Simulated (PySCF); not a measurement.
ZrO2, SMILES [O]=[Zr]=[O], multiplicity 1.

Geometry: B3LYP-D3(BJ)/def2-TZVP. The spin state was assumed, not searched. The isomer is the one that the SMILES or the coordinates give; other isomers of the formula were not compared. The def2 effective core potentials stand for the cores of Zr; spin–orbit coupling is left out.

Two levels are set side by side: TDA-PBE/def2-TZVPD (PySCF) and TDA-CAM-B3LYP/def2-TZVPD (PySCF). Vertical, same geometry. The lowest singlet is HOMO→LUMO 100 % with PBE and HOMO→LUMO 91 % with the other functional; states are paired by order. Differences are taken from unrounded values.

```tsv
quantity	TDA-CAM-B3LYP
lowest singlet excitation (eV)	2.54
lowest triplet excitation (TDA) (eV)	2.46
```

Problem. What does TDA-PBE give, and how far is it from TDA-CAM-B3LYP? (Estimate from the structure and the level; the computed values follow.)

Solution. 
```csv
quantity,TDA-PBE,TDA-PBE minus TDA-CAM-B3LYP
lowest singlet excitation (eV),1.79,-0.75
lowest triplet excitation (TDA) (eV),1.72,-0.74
```

A lower first singlet is the usual sign of a functional without exact exchange. Differences between two approximate levels are no errors against the true value.

Rough cost on one machine, each run with all the roots and properties that it gave: TDA-CAM-B3LYP against TDA-PBE about 4 times.
